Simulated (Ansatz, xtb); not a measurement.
# Two isomers of FH3PSn

We compare a, `[F][SnH][PH2]`, a doublet, with b, `F[PH2][SnH]`, a doublet. Both are isolated molecules in the gas phase, relaxed with PBE0-D3(BJ)/def2-SVP; the shapes shown needn't be the lowest conformers.

a (Å):

```xyz
6

F     1.6755    0.4846   -1.8096
P     0.5737   -0.4305    1.4548
Sn    0.0116    0.6384   -0.7942
H    -1.0654   -0.4127   -1.6852
H     1.3814    0.6631    1.8923
H    -0.6097    0.0841    2.0722
```

b (Å):

```xyz
6

F    -0.4611   -0.1278   -0.3469
P    -0.1823    1.0371   -1.4374
Sn   -1.6736    1.3432   -3.5432
H     1.1949    0.7949   -1.6931
H    -0.0463    2.1428   -0.5540
H    -2.7618    2.0677   -2.3271
```

Quicker runs give these differences E(b) − E(a): GFN2-xTB +4.4 kcal/mol; HF/STO-3G +33.9 kcal/mol (at GFN2-xTB geometries); r2SCAN-D4/def2-SVP +11.8 kcal/mol (at GFN2-xTB geometries).

Estimate E(b) − E(a) at the level CCSD(T)/def2-SVP + ΔMP2/def2-TZVPP.

Calculated at CCSD(T)/def2-SVP + ΔMP2/def2-TZVPP: E(b) − E(a) = +8.2 kcal/mol, so structure a lies lower.

The same difference at several levels:

```json
{"level": "GFN2-xTB", "geometry": "GFN2-xTB", "E(b) − E(a) (kcal/mol)": "+4.4", "departure from the last row (kcal/mol)": "−3.8", "job, with rough time for the two": "optimisation, 0.72 s"}
{"level": "HF/STO-3G", "geometry": "GFN2-xTB", "E(b) − E(a) (kcal/mol)": "+33.9", "departure from the last row (kcal/mol)": "+25.7", "job, with rough time for the two": "single point, 7.8 s"}
{"level": "r2SCAN-D4/def2-SVP", "geometry": "GFN2-xTB", "E(b) − E(a) (kcal/mol)": "+11.8", "departure from the last row (kcal/mol)": "+3.6", "job, with rough time for the two": "single point, 19 s"}
{"level": "PBE0-D3(BJ)/def2-SVP", "geometry": "PBE0-D3(BJ)/def2-SVP", "E(b) − E(a) (kcal/mol)": "+12.9", "departure from the last row (kcal/mol)": "+4.7", "job, with rough time for the two": "optimisation, 7.6 min"}
{"level": "HF/def2-SVP", "geometry": "PBE0-D3(BJ)/def2-SVP", "E(b) − E(a) (kcal/mol)": "+15.5", "departure from the last row (kcal/mol)": "+7.3", "job, with rough time for the two": "part of the CCSD(T) run"}
{"level": "MP2/def2-SVP", "geometry": "PBE0-D3(BJ)/def2-SVP", "E(b) − E(a) (kcal/mol)": "+18.1", "departure from the last row (kcal/mol)": "+9.9", "job, with rough time for the two": "part of the CCSD(T) run"}
{"level": "CCSD(T)/def2-SVP", "geometry": "PBE0-D3(BJ)/def2-SVP", "E(b) − E(a) (kcal/mol)": "+16.9", "departure from the last row (kcal/mol)": "+8.6", "job, with rough time for the two": "single point"}
{"level": "CCSD(T)/def2-SVP + ΔMP2/def2-TZVPP", "geometry": "PBE0-D3(BJ)/def2-SVP", "E(b) − E(a) (kcal/mol)": "+8.2", "departure from the last row (kcal/mol)": "", "job, with rough time for the two": "single point, 1.9 min"}
```

As drawn, b has 1 F–P in place of 1 F–Sn.

None of the levels shown reverses the order. The largest departure from CCSD(T)/def2-SVP + ΔMP2/def2-TZVPP is that of HF/STO-3G, 25.7 kcal/mol. The last row adds to CCSD(T) the change of the MP2 difference between the two basis sets, here −8.6 kcal/mol, a large step that makes the value less sure.

With harmonic frequencies from PBE0-D3(BJ)/def2-SVP (ideal gas, rigid rotor, one conformer each, 298.15 K, 1 atm): the zero-point term adds +1.0 kcal/mol; ΔH is +9.1 and ΔG +9.5 kcal/mol.

Open shells are spin-unrestricted. The correlated steps freeze 10 core orbitals; the filled d shell of Sn is correlated, in a basis made for valence electrons. Atoms past krypton carry core potentials in the def2 sets, other sets are all-electron and non-relativistic, and no spin–orbit term is included. Run with Ansatz 0.2.0, xtb 6.7.1; the last row on 1 thread of AMD EPYC (Zen 3) on a shared host.
